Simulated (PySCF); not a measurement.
Gas-phase reaction: SiF₄.NH₃ ⇌ N + HF + SiH₂F₂ + F

Energies from PySCF, thermal terms from the rigid-rotor harmonic-oscillator model, ideal gas at 1 bar. † marks an energy on the PBE0/def2-TZVP geometry and frequencies; other levels use their own. Open shells (unrestricted): N (multiplicity 4), F (multiplicity 2); the rest are closed-shell singlets. Spin-orbit splitting is ignored; it lowers the true energy and changes the entropy of F. Adducts (SiF₄.NH₃) have no counterpoise correction, and HF, PBE, BLYP, B3LYP and PBE0 lack dispersion. SiF₄.NH₃: computed as isolated molecules; such fragments, hydroxides, amides, oligomers or adducts are transient or little studied in the gas.

PBE0/def2-QZVP† gives ΔH°(298 K) = 1177 kJ.

Task: What do PBE0/def2-TZVP, BLYP/def2-TZVP†, ωB97X-V/def2-TZVP† give?

Result: PBE0/def2-TZVP: 1175 kJ; BLYP/def2-TZVP†: 1162 kJ; ωB97X-V/def2-TZVP†: 1188 kJ. For scale, ΔH°(298 K) is 1177 kJ at this level, 1196 kJ at ωB97M-V/def2-TZVP†, and runs from 775 to 1430 kJ over the 19 levels computed.
